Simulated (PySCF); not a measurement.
Delta-SCF ions had no search for a lower state. Excitations are Tamm–Dancoff values on a coarser integration grid. The basis has no diffuse functions, so Rydberg states are missing or too high.

# C10H9ClSi, SMILES `[SiH3]c1cccc2cccc(Cl)c12` (charge 0, multiplicity 1)

The numbers are results of PBE0-D4/def2-TZVP // PBE0-D4/def2-SVP (PySCF), not measurements.

```
Quantity                                                                     Result
-------------------------------------------  --------------------------------------
HOMO                                                                       -6.50 eV
dipole moment                                                                2.51 D
HOMO–LUMO gap                                                               4.82 eV
LUMO                                                                       -1.68 eV
S1 excitation (TDA)                                                         4.35 eV
S1 oscillator strength                                                        0.135
brightest of the four lowest singlets (TDA)                                 5.86 eV
T1 excitation (TDA)                                                         2.84 eV
S1–T1 gap (TDA)                                                             1.50 eV
vertical ionisation energy (Delta-SCF)                                      8.05 eV
total energy                                                           -30901.87 eV
cost                                         about 40 core-minutes (a rough figure)
```

```xyz
21

Si    -2.9559    -0.5378    -0.3458
C     -1.2698     0.3043    -0.1183
C     -1.3596     1.6873    -0.0496
C     -0.2344     2.5207     0.1176
C      1.0112     1.9612     0.2189
C      1.1809     0.5548     0.1574
C      2.4820     0.0034     0.2650
C      2.6798    -1.3530     0.2094
C      1.5765    -2.2097     0.0432
C      0.3048    -1.6920    -0.0632
Cl    -0.9843    -2.8361    -0.2655
C      0.0324    -0.2925    -0.0131
H     -3.9223     0.6069    -0.3841
H     -3.0983    -1.2741    -1.6351
H     -3.3575    -1.4116     0.7944
H     -2.3419     2.1599    -0.1276
H     -0.3642     3.6042     0.1651
H      1.8980     2.5866     0.3489
H      3.3263     0.6849     0.3936
H      3.6829    -1.7765     0.2924
H      1.7133    -3.2910    -0.0034
```
